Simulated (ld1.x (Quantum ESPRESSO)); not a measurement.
## Which change was made? (Rh, RRKJ)

```
Element                 : rhodium (Rh)
Generator               : ld1.x (Quantum ESPRESSO) 7.5
Type                    : norm-conserving RRKJ (Kleinman–Bylander form)
Functional              : PBE
Relativity              : scalar-relativistic
Frozen core             : [Ar] 3d10
Valence charge          : 17
Reference configuration : 4s2 4p6 4d8 5s0 5p0 (charge +1)
Partial waves           : 4p (bound): rc 1.50 bohr; 4d (bound): rc 1.85 bohr; 4s (bound): rc 1.10 bohr
Local potential         : the s channel
Core correction         : Bessel-smoothed model core inside 1.00 bohr
```

Cutoffs, loose and tight: the cutoffs (Ry, on a coarse ladder) from which the occupation-weighted sum of valence levels, in a spherical-Bessel basis at the reference potential, stays within 10 and 1 mRy of its value at 400 Ry. They do not see the model core or the augmentation charge, which bear on the density cutoff. Test errors are all-electron minus pseudo excitation energies from the reference, over the configurations 4s2 4p6 4d8 5s1 5p0; 4s2 4p6 4d7 5s0 5p0; 4s2 4p6 4d6 5s0 5p0; 4s2 4p6 4d7 5s2 5p0; 4s2 4p6 4d7 5s1 5p0; 4s2 4p6 4d9 5s0 5p0; 4s2 4p6 4d5 5s0 5p0; variants that change the core or the reference have their own tests.

The base gives: outcome: generated; cutoff, loose: 120 Ry; cutoff, tight: 200 Ry; bound ghosts: none; largest test error (meV): +262.

**Question.** After one change the result is: outcome: generated; cutoff, loose: 140 Ry; cutoff, tight: 230 Ry; bound ghosts: none; largest test error (meV): +168. Which change was it?
A. all radii but the core radius scaled by about 0.78 (s 0.86, p 1.16, d 1.44 bohr)
B. all radii but the core radius scaled by about 1.16 (s 1.28, p 1.74, d 2.14 bohr)
C. all radii but the core radius scaled by about 0.87 (s 0.96, p 1.30, d 1.62 bohr)

**Answer.** C. The others give: all radii but the core radius scaled by about 1.16 (s 1.28, p 1.74, d 2.14 bohr) → outcome: generated; cutoff, loose: 90 Ry; cutoff, tight: 160 Ry; bound ghosts: none; largest test error (meV): +771 | all radii but the core radius scaled by about 0.78 (s 0.86, p 1.16, d 1.44 bohr) → outcome: generated; cutoff, loose: 200 Ry; cutoff, tight: over 300 Ry; bound ghosts: none; largest test error (meV): +220.
